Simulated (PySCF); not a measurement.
Dipole response of I²⁺ (iodine, charge +2)

[Kr] 4d10 5s1 5p3 5d1, high-spin 6D determinant (an excited configuration). Computed with PySCF 2.14 in aug-cc-pVQZ-PP with one added diffuse shell each of s, p, d, f, g type with ECP28MDF (8s8p6d4f3g, 117 functions), with scalar relativity through the core potential. Coupled (time-dependent) response in atomic units; α is the mean over directions.

| method | mean α (bohr³) | α xx, yy, zz | C₆ (like pair) | S(−4) |
| --- | --- | --- | --- | --- |
| UHF | 27.67 | 32.61, 32.61, 17.78 | 196.3 | 424.1 |
| PBE | 29.40 | 34.90, 34.90, 18.40 | 205.9 | 565.6 |

S(−4) is the Cauchy moment in α(ω) = α(0) + S(−4) ω² + …

Spin-orbit coupling is absent.

α(iu) at PBE:

```csv
u (hartree),α(iu) (bohr³)
0,29.40
0.0500,28.10
0.100,25.15
0.200,19.12
0.300,14.76
0.500,9.539
0.750,6.146
1.00,4.308
1.50,2.521
2.00,1.707
3.00,0.9733
5.00,0.4538
```

A single London oscillator, α(iu) = α/(1 + u²/ω²), gives C₆ = (3/4) ω α². Matching the computed C₆ needs ω = 4 × 205.9 / (3 × 29.40²) = 0.318 hartree.

For an ion, C₆ is the dispersion term alone; charge-induced terms of lower order in 1/R come first.

The components differ because the open shell of this determinant is not spherical; for a pure term their mean is the scalar polarisability.

Energies and moments cover only the electrons outside the core potential. The outer electron is Rydberg-like, and this basis confines it to a smaller radius and binds it less than a complete one would.
